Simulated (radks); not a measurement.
Valence configurations of the bromine ion Br3+ (all share [Ar]). All-electron calculation, scalar-relativistic Kohn-Sham, PBE, spin-polarised, spherical densities, point nucleus; open shells are filled with parallel spins first. Program: a radial shooting solver on a logarithmic mesh with Libxc functionals. Order these by energy: 3d9 4s1.5 4p3.5; 3d9.5 4s1.5 4p3; 3d10 4s1 4p3; 3d9 4s2 4p3; 3d10 4s2 4p2; 3d9 4s1 4p4; 3d10 4s1.5 4p2.5; 3d10 4p4; 3d10 4s0.5 4p3.5; 3d9.5 4s2 4p2.5.

Answer. From the lowest, in eV above it: 3d10 4s2 4p2 0.000; 3d10 4s1.5 4p2.5 5.605; 3d10 4s1 4p3 10.660; 3d10 4s0.5 4p3.5 20.062; 3d10 4p4 28.874; 3d9.5 4s2 4p2.5 33.064; 3d9.5 4s1.5 4p3 38.546; 3d9 4s2 4p3 68.473; 3d9 4s1.5 4p3.5 76.018; 3d9 4s1 4p4 83.571. NIST lists [Ar] 3d10 4s2 4p2 as the ground configuration; this level of theory agrees among the configurations tried. The energies are those of spherical high-spin densities, not of single terms.
